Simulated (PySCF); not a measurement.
# Electron correlation in P²⁺ (phosphorus, charge +2)

[Ne] 3s2 3p1, 2P determinant. Computed with PySCF 2.14 in cc-pVTZ-DK, with scalar relativity by spin-free X2C-1e. Frozen: [Ne]; 3 electrons correlated.

MP2 pair energies summed by pair of shells (mhartree):

```csv
pair,energy,share (%)
3s-3s,-25.15,54.7
3s-3p,-20.84,45.3
```

Total MP2 correlation energy: -45.98 mhartree.

Same-spin part -2.94 and opposite-spin part -43.05 mhartree; SCS-MP2 scales them by 1/3 and 6/5 to -52.64 mhartree.

```json
{"level": "CCSD", "correlation energy (mhartree)": "-64.54"}
{"level": "(T)", "correlation energy (mhartree)": "-1.02"}
{"level": "CCSD(T)", "correlation energy (mhartree)": "-65.56"}
```

Diagnostics: T1 = 0.012, D1 = 0.0261, largest double amplitude 0.107.

Cost of the coupled-cluster step: 0.25 s of wall time on 1 thread of Neoverse-V1 (shared host), for 3 correlated electrons.
